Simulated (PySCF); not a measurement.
C2H8F3PSi2.
Geometry (GFN2-xTB, Å), atoms numbered from 1 in this order:
```
atom  x, y, z in Å
C1     2.4102   -0.0966    0.2925
C2     1.0622   -0.8057    0.3221
Si3   -0.2809    0.1933   -0.6003
P4    -0.1596    2.3244    0.1215
Si5   -2.3252   -0.8096   -0.3672
F6    -2.9074   -0.9541    1.1082
F7    -3.5017   -0.0267   -1.0991
F8    -2.4933   -2.2851   -0.9354
H9     2.7607    0.0159   -0.7304
H10    2.3269    0.8962    0.7323
H11    3.1587   -0.6555    0.8510
H12    0.7684   -0.9655    1.3623
H13    1.1665   -1.7948   -0.1267
H14    0.0530    0.2435   -2.0386
H15   -1.4292    2.6834   -0.3081
H16   -0.6169    2.0460    1.4043
```

Computed with TDDFT wB97X-D/def2-SVPD, vertical, gas phase, core orbitals frozen in the response in PySCF 2.14.0, density-fitted response routines.

Ground-to-excited transition dipoles (e·a0, same axes as the geometry; the sign carries no meaning), for the states with f of 0.002 or more among the lowest 7:

```
state  E (hartree)      μx      μy      μz
   S1       0.2373   0.333   1.240   0.148
   S2       0.2425  -0.202  -0.391  -0.141
   S3       0.2512   0.174   0.360   0.290
   S4       0.2658   0.224  -0.182  -0.136
   S5       0.2672   0.064   0.412   0.206
   S6       0.2788  -0.331   0.182  -0.372
   S7       0.2853  -0.154   0.554   0.135
```

Question: What oscillator strength does each state have?

Answer: f = (2/3) ΔE |μ|² with ΔE in hartree (27.2114 eV).

```
state  |μ|² (au)  |μ| (D)      f
   S1      1.671     3.29  0.264
   S2      0.213     1.17  0.034
   S3      0.244     1.26  0.041
   S4      0.102     0.81  0.018
   S5      0.216     1.18  0.039
   S6      0.280     1.35  0.052
   S7      0.348     1.50  0.066
```

Question: Which bond between heavy atoms lies closest to the direction of the S1 transition dipole?

Answer: Si5–F8 and Si3–P4, at 17° from it; next C1–C2 at 48°.

Question: What angle do the transition dipoles of S3 and S7 make?

Answer: |cos θ| = |μa·μb| / (|μa| |μb|) = 0.73, so θ ≈ 43° (taken between 0 and 90°, since the signs are arbitrary).

Question: What peak molar absorption coefficient would the strongest computed level give as a lone Gaussian band 0.5 eV wide at half height?

Answer: ε(max) = 2.175×10⁸ f / FWHM, with the width in cm⁻¹. S1: 2.175×10⁸ × 0.2644 / 4033 ≈ 14000 L mol⁻¹ cm⁻¹.

One conformer stands for the species.
